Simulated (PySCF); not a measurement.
SMILES C1(=O)[CH]CCC1, doublet at its PBE0/def2-SVP optimised geometry (Å):

```
13

O      2.2593    -0.4462     1.0472
C      1.0818    -0.1826     0.8594
C      0.5573     0.8553     0.0000
C     -0.9254     0.8553     0.0000
C     -1.2991     0.0224     1.2444
C     -0.1128    -0.9181     1.4651
H      1.1985     1.5008    -0.6043
H     -1.3625     1.8679     0.0000
H     -1.2990     0.3747    -0.9285
H     -1.4011     0.6974     2.1093
H     -2.2593    -0.5005     1.1300
H     -0.2341    -1.8679     0.9140
H      0.0786    -1.1819     2.5150
```

Computed with PySCF with unrestricted PBE0/def2-TZVP. Cells within 0.4 Å of a nucleus heavier than hydrogen are left out (blank, or x).

Map of the HOMO amplitude (α) (bohr^(-3/2)) on the plane z = 1.2 Å; orbital energy -6.89 eV, overall sign arbitrary:

```
|66666666666666666666666666666|
|66666666666666666666666666666|
|66666666666666666666666666666|
|66666666666666666666666666666|
|66666666666666666666666666666|
|66666666555666666666666666666|
|66666665555666667766666666666|
|66666655555566777776666666666|
|66666655555566788877666666666|
|66666655555567889887666666666|
|66666665555567899987666666666|
|66666665555567899987666666666|
|66666666555567899987555556666|
|6666666666x556789986434556666|
|666666666xxx56678975202456666|
|6666666666x455677x64xxx456666|
|66666666665555x776654xx666666|
|6666666666555xx77666677666666|
|66666666666667777666677666666|
|66666666666667776666666666666|
|66666666666677776666666666666|
|66666666666667766666666666666|
|66666666666666666666666666666|
|66666666666666666666666666666|
|66666666666666666666666666666|
|66666666666666666666666666666|
|66666666666666666666666666666|
|66666666666666666666666666666|
|66666666666666666666666666666|
```
Scale: ten equal steps from -0.142 (start of '0') to 0.087 (end of '9'), in the order '0123456789'; x runs from -4.50 to 4.50, y from -4.50 (bottom) to 4.50 (top).
